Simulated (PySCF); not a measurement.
A structure optimised at PBE-D3(BJ)/def2-SVP, used in a PySCF frequency run:

```
Sb
O 1 2.0135
H 2 0.9801 1 109.04
O 1 2.0148 2 102.52 3 -68.46
H 4 0.9791 1 110.23 2 50.84
Te 1 2.8367 2 94.79 3 25.81
H 6 1.6832 1 90.02 2 53.42
```

Write its SMILES and formula.

[OH][Sb]([OH])[TeH], H3O2SbTe

What are its rotational constants (standard atomic weights)?

3.8659, 0.80525, 0.75461 GHz
